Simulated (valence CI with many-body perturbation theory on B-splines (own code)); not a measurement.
Results of a calculation; reference values are marked as such.
# Run record, Os XII

The program does CI of the valence electrons with many-body perturbation theory for a frozen closed Dirac-Fock core.

Command, and the settings that its task file holds:

```sh
python run_cv.py task.json out
```

```
atom Os  Z=76  mass_number=192  rms_radius_fm=5.4126
core [Kr] 4d10 4f14
valence 5s2 5p3
avg = 1
basis = M
breit = 1
cap = 40000
capref = 1200
cscale = 1
de = 0.0
dress = 0
eps = 2e-08
extrap = 1
h = 0.27
hh = 1
l2 = 3
lcore = 6
maxit = 60
n2 = 5
natural = 1
nlev = 45
nno = [5, 5, 5, 4, 2, 1]
nroot = 26
nsp = [4, 4, 3, 2, 1, 0]
pt2 = 1
qed = 1
rpa = 1
s1 = 1
s2 = 1
s3 = 1
screen = 1
tol = 2e-05
whole = 1
```

**Question.** What became of the run, and why?

**Answer.** It gave no result: the closed core is not stable at this nuclear charge, since an empty shell has fallen to the level of a core shell. The program said: "the closed core is unstable against excitation".
